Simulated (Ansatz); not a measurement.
Spin states of FeO2 (SMILES [O]=[Fe]=[O]), each relaxed at B3LYP-D3(BJ)/def2-TZVP; lowest solutions found, singlets restricted, no spin–orbit coupling, no relativity up to Kr.
Multiplicity 5 (charge 0, multiplicity 5):
```xyz
3

Fe     0.32186    -0.24116     0.32825
O      0.87316     0.31235    -1.07109
O     -1.22819    -0.02393     0.67262
```
Multiplicity 3 (charge 0, multiplicity 3):
```xyz
3

Fe     0.2000    -0.1483     0.2020
O      1.0262     0.2765    -1.0760
O     -1.2594    -0.0809     0.8038
```

Codes used: Ansatz (an electronic-structure program). Values without a source in brackets are computed.

The energy of multiplicity 3 less that of multiplicity 5 (kcal/mol) and the share of exact exchange:

| functional | exact exchange (%) | value |
|---|---|---|
| PBE/def2-TZVPP | 0 | -1.57 |
| PBE0/def2-TZVPP | 25 | 4.92 |
| BLYP/def2-TZVPP | 0 | -3.38 |
| B3LYP/def2-TZVPP | 20 | 1.84 |
| r2SCAN/def2-TZVPP | 0 | 2.62 |
| r2SCANh/def2-TZVPP | 10 | 4.84 |

Task: Take the value as linear in the share of exact exchange along PBE and PBE0. Give the slope, say whether the sign turns, and set the other functionals against that line.

Result: 
Slope: (4.92 − (-1.57))/2.5 = 2.60 kcal/mol for each 10 %. The line crosses zero at 6 %, where the sign would turn. At 50 % it gives 11.4 kcal/mol. B3LYP, at 20 %, lies -1.8 from the PBE line. r2SCAN, with none, stands 4.2 from PBE. The r2SCAN pair gives 2.22 for 10 %.

Doubts at one or more of the structures used: a spin-contaminated determinant (PBE0/def2-TZVPP, r2SCANh/def2-TZVPP).
